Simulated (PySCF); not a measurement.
## Electronic structure of Re (rhenium, neutral) at the UHF level

Configuration: [Xe] 4f14 5d5 6s1 7s1, high-spin 8S determinant (an excited configuration). All numbers are calculated (PySCF 2.14, scalar relativity by spin-free X2C-1e, in x2c-TZVPPall with one added diffuse shell each of s, p, d, f type (12s8p8d4f1g, 113 functions)).

```
Total energy                        : -16688.096443 hartree
One-electron energy                 : -22889.2076 hartree
Hartree (Coulomb) energy            : 6532.6336 hartree
Exchange energy                     : -331.5224 hartree
⟨S²⟩                                : 15.7572
⟨L²⟩                                : 0.000
Sum of ⟨r⟩                          : 50.80 bohr
Sum of ⟨r²⟩                         : 136.9 bohr²
Langevin diamagnetic susceptibility : -108 ×10⁻⁶ cm³/mol
```

```
shell  electrons  mean orbital energy (hartree)  rms radius, mean of both spins (bohr)
 1s α          1                    -2648.27909                                 0.0204
 1s β          1                    -2648.27843                                 0.0204
 2s α          1                     -464.52909                                 0.0824
 2s β          1                     -464.51005                                 0.0824
 2p α          3                     -406.63864                                 0.0751
 2p β          3                     -406.62045                                 0.0751
 3s α          1                     -110.00487                                  0.210
 3s β          1                     -109.99906                                  0.210
 3p α          3                      -92.56380                                  0.212
 3p β          3                      -92.55901                                  0.212
 3d α          5                      -72.06061                                  0.194
 3d β          5                      -72.04592                                  0.194
 4s α          1                      -24.31263                                  0.468
 4s β          1                      -24.28900                                  0.468
 4p α          3                      -18.46458                                  0.498
 4p β          3                      -18.44346                                  0.498
 4d α          5                      -10.85973                                  0.538
 4d β          5                      -10.82667                                  0.538
 5s α          1                       -3.95324                                   1.12
 5s β          1                       -3.74368                                   1.12
 5p α          3                       -2.41746                                   1.30
 4f α          7                       -2.37909                                  0.638
 4f β          7                       -2.35436                                  0.638
 5p β          3                       -2.10950                                   1.30
 5d α          5                       -0.59648                                   1.97
 6s α          1                       -0.46718                                   3.08
 7s α          1                       -0.08734                                   9.18
```

Spin-orbit coupling, which splits the p, d and f shells strongly at this Z, is absent. The outer electron is Rydberg-like, and this basis confines it to a smaller radius and binds it less than a complete one would.

Densities and radii are taken from the X2C orbitals without a picture-change correction, which distorts them close to the nucleus.

Spin-orbit constants ζ (cm⁻¹) from the X2C one-electron operator on these orbitals: bare nucleus, nucleus screened by l(l+1)(2l+1)/3 electrons, and screened by the Breit-Pauli mean field of the electrons.

```tsv
shell	bare	screened nucleus	mean field
2p	7248000	7055000	n/a
3p	1590000	1548000	n/a
3d	248200	215100	n/a
4p	366700	356900	n/a
4d	49710	43080	n/a
4f	8989	5633	n/a
5p	50020	48690	n/a
5d	3432	2975	n/a
```
